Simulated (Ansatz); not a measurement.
`F[Si](F)(F)[SeH]` + `COC=N` → `N=COC[SeH]` + `F[SiH](F)F`  (formal exchange of groups at the Se–Si bond)

Computed with Ansatz on PBE0-D4/def2-TZVP structures; ΔE is electronic, products minus reactants. CCSD(T)/CBS is the MP2 limit (def2-TZVPP, def2-QZVPP) plus CCSD(T) − MP2 in def2-TZVPP, frozen cores. DFT in def2-TZVPP. For Se outer-core shells are correlated without core-valence functions, which leaves a few kJ/mol of doubt a bond. Scalar relativity is left out up to krypton. Each species was taken in one conformer, which may not be the lowest.

```json
{"level": "r2SCAN-D4", "ΔE (kJ/mol)": "121.5"}
{"level": "CCSD/CBS(def2)", "ΔE (kJ/mol)": "116.9"}
```

(1) What does CCSD(T)/CBS give? (Best estimate.)

Largest T1 diagnostic among the species: 0.014.

Results:

(1) Computed: +115.1 kJ/mol. The listed levels differ from it by 6.4, 1.8 kJ/mol.

In def2-TZVPP, CCSD(T) changes the Hartree–Fock value by −9.8 kJ/mol (the triples alone add −1.8 kJ/mol) and MP2 by −7.9 kJ/mol. From PBE to PBE0 (25 % exact exchange), in def2-TZVPP and without D4, ΔE moves by +4.5 kJ/mol.
